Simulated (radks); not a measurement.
Results of a calculation; reference values are marked as such.
Task: Radial electron density D(r) = 4 pi r^2 rho(r) of an atom or ion with 36 electrons. Code: a radial shooting solver on a logarithmic mesh with Libxc functionals. Model: scalar-relativistic Kohn-Sham, LB94 model potential, spin-polarised, spherical densities, finite nucleus; Fermi nuclear charge, rms radius of each element as measured or else 0.836 A^(1/3) + 0.57 fm.

```
   r/bohr * D(r) (the largest magnitude, 60.6, reaches the edge; | marks zero)
 0.001875 | *
 0.002442 |  *
 0.003205 |    *
 0.004173 |       *
 0.005477 |          *
 0.007132 |                *
 0.009287 |                      *
  0.01219 |                              *
  0.01587 |                                      *
  0.02083 |                                           *
  0.02713 |                                             *
  0.03533 |                                          *
  0.04637 |                                      *
  0.06038 |                                       *
  0.07925 |                                              *
   0.1032 |                                                      *
   0.1344 |                                                     *
   0.1764 |                                         *
   0.2297 |                                 *
   0.3015 |                                     *
   0.3925 |                                        *
   0.5111 |                             *
   0.6709 |              *
   0.8736 |        *
    1.147 |       *
    1.493 |    *
    1.944 | *
    2.552 *
    3.323 *
    4.362 *
```

What is the nuclear charge?

Result: Z = 40. The innermost maximum, from 1s, lies near gamma/Z bohr with gamma = sqrt(1 - (Z/c)^2) = 0.956, here 0.0239 bohr (found: 0.0261), and its height grows with Z. The density is that of the zirconium ion Zr4+ in [Kr]; the configuration itself is not fixed sharply by these data, and Z only to a few units. D(r) has 3 maxima, at r = 0.0261, 0.115, 0.368 bohr, and minima at 0.0527, 0.235 bohr, inside which lie 2.05, 11.10 electrons.
